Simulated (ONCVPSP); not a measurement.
Varying the ONCV potential for Br

Base potential:

ONCVPSP 4.0.1 input, shortened (lines: element, Z, core and valence counts, functional; n l f; lmax; l rc ep ncon nbas qcut; lloc lpopt rc5 dvloc0; l nproj debl; icmod fcfact rcfact), PBE, fully relativistic:

```
  Br 35.00    3    5        4      upf
    1    0    2.00
    2    0    2.00
    2    1    6.00
    3    0    2.00
    3    1    6.00
    3    2   10.00
    4    0    2.00
    4    1    5.00
    2
    0    0.90    0.00    4    9   16.70
    1    1.10    0.00    5    9   12.50
    2    0.60    0.00    4    9   21.10
    4    5    0.55    3.00
    0    2    1.30
    1    2    2.50
    2    1    2.40
    0    0.00    0.00
```

Open shells are filled in proportion to 2j + 1.

Cutoffs, loose and tight: the cutoffs (Ha) at which the residual kinetic energy of the hardest occupied pseudo-wave falls to 1 and 0.1 mHa per electron. They do not see the model core or the augmentation charge, which bear on the density cutoff. Test errors are all-electron minus pseudo excitation energies from the reference, over the configurations 3s2 3p6 3d10 4s2 4p4; 3s2 3p6 3d10 4s2 4p3; 3s2 3p6 3d10 4s2 4p2; 3s2 3p6 3d9 4s2 4p6. A dash means not determined; rows that change the core or the reference have their own tests.

```csv
change,outcome,"cutoff, loose","cutoff, tight",bound ghosts,GHOST(+) flags above zero,largest test error (meV)
base,generated,216 Ha,739 Ha,none,p3/2,+26
p: qcut 10,generated,216 Ha,739 Ha,none,none,+7.8
p: qcut 13,generated,216 Ha,739 Ha,none,p3/2,+28
p: qcut 14.5,generated,216 Ha,739 Ha,none,none,+32
p: qcut 16.7,generated,216 Ha,739 Ha,none,none,+34
p: qcut 18.7,generated,216 Ha,739 Ha,none,none,+32
```

(1) What comes out with this change to the base: p: qcut 7.4?

(2) What comes out with this change to the base: p: qcut 11.5?

## Answers

(1) outcome: generated; cutoff, loose: 219 Ha; cutoff, tight: 739 Ha; bound ghosts: none; GHOST(+) flags above zero: p3/2, p1/2; largest test error (meV): -28.

(2) outcome: generated; cutoff, loose: 216 Ha; cutoff, tight: 739 Ha; bound ghosts: none; GHOST(+) flags above zero: none; largest test error (meV): +21.

Reading the sweep of the qcut of the p channel (base included, trends over the rows without a ghost): The loose cutoff stays near 216 Ha. The median size of the test errors (rows with all tests solved) is not monotonic: lowest 2.6 meV at 11.5 1/bohr, highest 4.7 meV at 18.7 1/bohr.
